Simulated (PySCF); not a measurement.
Gas-phase reaction: Ge2H6 → 2 GeH3

Method: PySCF energies plus ideal-gas RRHO corrections (1 bar). † marks an energy on the PBE0/def2-TZVP geometry and frequencies; other levels use their own. MP2 freezes the core. 6-31G* has spherical d functions here. Open shells (unrestricted): GeH3 (multiplicity 2); the rest are closed-shell singlets. B3LYP is the form with VWN-RPA correlation. Ge: all electrons, no relativistic terms. GeH3: computed as isolated molecules; such fragments, hydroxides, amides, oligomers or adducts are transient or little studied in the gas. MP2 isn't extrapolated to the basis-set limit; its ΔH°(298 K) is 277.9 kJ in def2-SVP and 299.2 kJ in def2-TZVPP. The harmonic model lacks anharmonicity and excited electronic states, which grow with temperature; levels with a mode under 35 cm⁻¹ are left out. Internal rotation in Ge2H6 is treated as a harmonic vibration of one conformer, which makes the entropy rough.

| level | ΔE electronic, kJ | ΔH°(298 K), kJ | ΔS°(298 K), J/K | ΔG°(2500 K), kJ |
|---|---|---|---|---|
| B3LYP/6-31G* | 285 | 273 | 159 | -89 |
| B3LYP/def2-TZVP† | 285 | 274 | 160 | -91 |
| HF/6-31G* | 220 | 208 | 161 | -162 |
| M06-2X/def2-TZVP† | 274 | 262 | 160 | -102 |
| MP2/def2-TZVPP† | 311 | 299 | 160 | -66 |
| PBE/def2-SVP | 297 | 286 | 159 | -76 |
| PBE/def2-TZVP† | 296 | 284 | 160 | -80 |
| PBE0/def2-QZVP† | 294 | 283 | 160 | -82 |
| PBE0/def2-SVP† | 298 | 286 | 160 | -78 |
| PBE0/def2-TZVP | 297 | 285 | 160 | -80 |
| ωB97X-V/def2-TZVP† | 315 | 304 | 160 | -61 |
ΔH° is lowest at HF/6-31G* and highest at ωB97X-V/def2-TZVP†. No reference value is set beside these.
